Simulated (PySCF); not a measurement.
C3H11NOSi, SMILES CC(C)O[SiH2]N.

Geometry optimised at TPSSh-D3(BJ)/def2-SVP. This is a generated structure with no PubChem entry under its InChIKey; it may be hypothetical. One conformer was computed; it need not be the lowest.

Two levels are set side by side: TDA-PBE/def2-SVPD (PySCF) and TDA-PBE0/def2-SVPD (PySCF). Vertical, same geometry. The lowest singlet is HOMO→LUMO 97 % with PBE and HOMO→LUMO 92 % with the other functional; states are paired by order. Differences are taken from unrounded values.

```
quantity                               TDA-PBE0  TDA-PBE  TDA-PBE minus TDA-PBE0
-------------------------------------  --------  -------  ----------------------
lowest singlet excitation (eV)             6.61     5.88                   -0.73
lowest triplet excitation (TDA) (eV)       6.21     5.57                   -0.64
first bright state (f over 0.05) (eV)      6.61     5.88                   -0.73
its oscillator strength                    0.07     0.07                    0.00
```

Functionals without exact exchange tend to place singlet excitations lower, as here. Differences between two approximate levels are no errors against the true value.

Rough cost on one machine, each run with all the roots and properties that it gave: TDA-PBE0 against TDA-PBE about 3 times.
